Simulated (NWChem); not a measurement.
## Lowest excitation of H₄OSi

SMILES: O[SiH3]
```xyz
6

Si     0.5275    -0.0898     0.0000
O     -1.0959     0.2835     0.0000
H      0.9203    -0.8819    -1.2089
H      1.2536     1.2083     0.0000
H      0.9203    -0.8819     1.2089
H     -1.7115    -0.4547     0.0000
```
Charge 0, spin multiplicity 1.

All runs are NWChem calculations. Structure: optimised with PBE0/def2-SVP, a minimum by its harmonic frequencies.

Basis set: aug-cc-pVDZ.

The cost column gives rough processor time relative to TD-PBE; each entry includes its own SCF.

The correlated methods keep 6 core orbitals frozen. B3LYP has NWChem's definition, with VWN1-RPA local correlation. The structure started from a generated list of species. Coupled-cluster values serve here as a point of comparison, not as the truth.

| method | lowest vertical singlet excitation energy (eV) | relative cost |
|---|---|---|
| TD-PBE0 | 6.77 | under 3 |
| TD-B3LYP | (withheld) | under 3 |
| EOM-CCSD | 7.15 | under 3 |
| TD-PBE | (withheld) | 1 |
| CIS | (withheld) | under 3 |

### Question
Some entries are withheld; supply them.

### Answer

- TD-B3LYP, lowest vertical singlet excitation energy (eV): 6.59
- TD-PBE, lowest vertical singlet excitation energy (eV): 6.08
- CIS, lowest vertical singlet excitation energy (eV): 8.26
